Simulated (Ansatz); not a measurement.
Relaxation of C$_{2}$H$_{8}$OSn$_{2}$ (13 atoms, charge 0, multiplicity 1), to a largest force component of 0.015 eV/Å in at most 40 steps.

These are results of Ansatz 0.2.0, RKS BLYP-D4/def2-SVP, not measurements.

```xyz
13
Properties=species:S:1:pos:R:3:forces:R:3
O -1.145 2.158 0.789 -2.36 4.58 1.49
C -0.648 1.164 0.441 2.02 -2.57 -2.10
Sn -0.325 -0.290 1.945 1.13 -1.10 1.80
C -0.184 1.006 -1.008 -2.57 -1.44 -0.07
Sn 0.711 -0.876 -1.519 0.19 -0.61 -0.23
H -0.893 0.321 3.490 0.05 -0.10 -0.31
H 1.454 -0.596 2.082 -0.73 0.07 0.01
H -1.082 -1.758 1.531 -0.20 -0.46 0.05
H -1.167 1.093 -1.589 0.92 0.07 0.21
H 0.434 1.817 -1.268 1.13 1.63 -0.56
H 1.072 -0.891 -3.190 0.05 -0.04 -0.27
H -0.344 -2.189 -1.098 0.03 0.08 -0.10
H 2.137 -0.994 -0.590 0.33 -0.12 0.09
```

Task: Where does it end, and by what steps?

Result: The forces met the threshold. After 36 steps the energy has fallen by 0.844 eV; O1 moved furthest, 2.00 Å.

```csv
step,energy less start (eV),largest force component (eV/Å),accepted
0,0.0000,4.585,yes
2,-0.4538,1.418,yes
4,-0.5229,0.137,yes
6,-0.5711,0.907,yes
8,-0.6676,0.495,yes
10,-0.7621,0.555,yes
12,-0.7770,1.164,no
14,-0.8163,0.058,yes
16,-0.8232,0.094,yes
18,-0.8280,0.182,yes
20,-0.8316,0.102,yes
22,-0.8356,0.190,yes
24,-0.8388,0.102,yes
26,-0.8410,0.058,yes
28,-0.8424,0.078,yes
30,-0.8433,0.032,yes
32,-0.8437,0.082,yes
34,-0.8440,0.026,yes
36,-0.8442,0.007,yes
```

```xyz
13
Properties=species:S:1:pos:R:3
O 0.835 1.912 0.902
C 0.041 1.063 0.535
Sn -0.790 -0.358 2.124
C -0.381 0.863 -0.888
Sn 0.991 -0.637 -1.815
H -1.605 0.610 3.312
H 0.548 -1.148 2.896
H -1.897 -1.568 1.525
H -1.397 0.437 -0.981
H -0.267 1.794 -1.480
H 0.306 -1.098 -3.337
H 1.096 -2.005 -0.760
H 2.540 0.101 -2.018
```

Whether the end is a true minimum wasn't checked by a vibrational analysis.

Run time: 2.1 min on 2 threads of Arm Neoverse V2, on a shared host, peak memory 0.19 GiB.
